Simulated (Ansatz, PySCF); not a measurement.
Reaction (SMILES): [O][SiH2]O -> O[SiH]O
Structures are relaxed separately at B3LYP-D3(BJ)/def2-TZVP in Ansatz (a first-principles code), one conformer each, not searched for the lowest. Frequencies are from Ansatz or PySCF.

Wanted: isomerisation energy (enthalpy at 298 K, with B3LYP-D3(BJ) rigid-rotor harmonic-oscillator terms), in eV. Cores are frozen in the correlated levels unless marked. UHF or UKS for open shells. Spin-orbit coupling is left out. Non-relativistic. CBS marks a two-point X^-3 extrapolation of the correlation energy; Hartree-Fock from the larger set. [CCSD(T)-MP2]/basis is that difference in the basis named.

```tsv
level	program	isomerisation energy (eV)
revPBE-D4/def2-TZVPD	Ansatz + dftd4	-0.96
BHLYP-D4/def2-TZVPD	Ansatz + dftd4	-0.74
B2GP-PLYP-D4/def2-TZVPD	Ansatz + dftd4	-1.00
RI-MP2/aug-cc-pV(Q+d)Z	Ansatz	-1.37
SCS-MP2/cc-pV(T+d)Z	Ansatz	-1.10
CCSD(T)/cc-pwCVTZ	Ansatz	-0.95
RI-MP2/CBS(aug-cc-pV(T+d)Z,aug-cc-pV(Q+d)Z)+[CCSD(T)-MP2]/aug-cc-pV(T+d)Z	Ansatz	-1.03
```
